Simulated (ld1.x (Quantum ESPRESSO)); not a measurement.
# Pt (Z = 78) TM: all-electron and pseudo phase curves

```json
{
 "Element": "Pt",
 "Generator": "ld1.x (Quantum ESPRESSO) 7.5",
 "Type": "norm-conserving Troullier–Martins (Kleinman–Bylander form)",
 "Functional": "LDA (PZ)",
 "Relativity": "scalar-relativistic",
 "Frozen core": "[Xe] 4f14",
 "Valence charge": "10",
 "Reference configuration": "5d9 6s0.5 6p0.5",
 "Partial waves": "6s (bound): rc 2.15 bohr; 6p (bound): rc 3.65 bohr; 5d (bound): rc 0.82 bohr",
 "Local potential": "all-electron potential smoothed inside 1.85 bohr (lloc = -1)",
 "Core correction": "a·sin(br)/r model core inside 0.80 bohr"
}
```

The phase is arctan(r·u′/u) with u = r·R(r), unwrapped; energies in Ry, scanned from -3 to 5 Ry. A pole is an energy at which the radial function vanishes at the test radius. The pseudo phase is shifted by a multiple of π to meet the all-electron one at the reference energy, and phase errors are pseudo minus all-electron; the curves can meet again beyond the range given. Levels narrower than the energy grid can be missing from the lists of poles.

```csv
channel,radius (bohr),reference energy (Ry),"poles, all-electron","poles, pseudo",unbroken range about the reference energy with phases within 0.05 rad,phase error 1 Ry above the reference energy (rad)
s,3.95,-0.50,"-0.21, 3.03","-0.21, 2.89",below 1.1,-0.003
p,3.95,-0.12,"0.59, 4.10","0.20, 0.66, 4.15",below 0.1,-3.117
d,3.95,-0.54,"-0.50, 1.98","-0.50, 1.98",below 3.5,+0.002
```

A Bessel basis up to 400 Ry misses an occupied level by 0.11 Ry, so cutoffs were not judged. Note: ghost state, extra bound levels that the all-electron valence spectrum of the same l lacks: s at -46.8 eV (other channels not judged).

Phases in the d channel:

```tsv
E (Ry)	all-electron	pseudo
-3.00	1.426	1.426
-2.52	1.413	1.413
-2.04	1.395	1.395
-1.56	1.369	1.369
-1.08	1.323	1.323
-0.60	0.745	0.751
-0.12	-1.885	-1.884
0.36	-2.213	-2.212
0.84	-3.852	-3.846
1.32	-4.521	-4.519
1.80	-4.677	-4.676
2.28	-4.765	-4.763
2.76	-4.853	-4.850
3.24	-5.029	-5.018
3.72	-6.187	-6.061
4.20	-7.537	-7.518
4.68	-7.720	-7.714
```
